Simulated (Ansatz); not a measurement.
`N[SiH]([SiH3])[SeH]` and `BO[SiH](N)[SiH3]` differ in one atom or group.

Ansatz, PBE0-D4/def2-TZVP geometries, multiplicity 1. Each molecule was computed in one conformer, which needn't be the lowest.

Scalar relativity is left out up to krypton.

```tsv
property	`N[SiH]([SiH3])[SeH]`
HOMO energy (ωB97M-V/def2-TZVPP) / eV	-8.89
LUMO energy (PBE0/def2-TZVPP) / eV	-0.30
LUMO energy (B3LYP/def2-TZVPP) / eV	-0.48
HOMO energy (B3LYP/def2-TZVPP) / eV	-6.57
size of the dipole moment (PBE/def2-TZVPP) / D	1.79
HOMO–LUMO gap (PBE0/def2-TZVPP) / eV	6.49
```

Task: What does the change do to each property? (Best estimate.)

Result: The calculation gave: 
```json
{"property": "HOMO energy (ωB97M-V/def2-TZVPP) / eV", "`BO[SiH](N)[SiH3]`": "-9.94", "shift": "-1.05"}
{"property": "LUMO energy (PBE0/def2-TZVPP) / eV", "`BO[SiH](N)[SiH3]`": "-0.54", "shift": "-0.24"}
{"property": "LUMO energy (B3LYP/def2-TZVPP) / eV", "`BO[SiH](N)[SiH3]`": "-0.79", "shift": "-0.31"}
{"property": "HOMO energy (B3LYP/def2-TZVPP) / eV", "`BO[SiH](N)[SiH3]`": "-7.54", "shift": "-0.97"}
{"property": "size of the dipole moment (PBE/def2-TZVPP) / D", "`BO[SiH](N)[SiH3]`": "1.85", "shift": "0.06"}
{"property": "HOMO–LUMO gap (PBE0/def2-TZVPP) / eV", "`BO[SiH](N)[SiH3]`": "7.21", "shift": "0.72"}
```

With PBE0 the HOMO falls by 0.96 eV and the LUMO falls by 0.24 eV, so the gap widens by about 0.72 eV. PBE moves the HOMO by -0.75 eV and ωB97M-V by -1.05 eV. Dipoles are sizes alone; their direction can turn.

B3LYP here is the variant with VWN-RPA as its local correlation; programs differ in this.

Spin–orbit coupling is left out; it splits and shifts lone-pair levels of the heavy atoms by tenths of an eV.
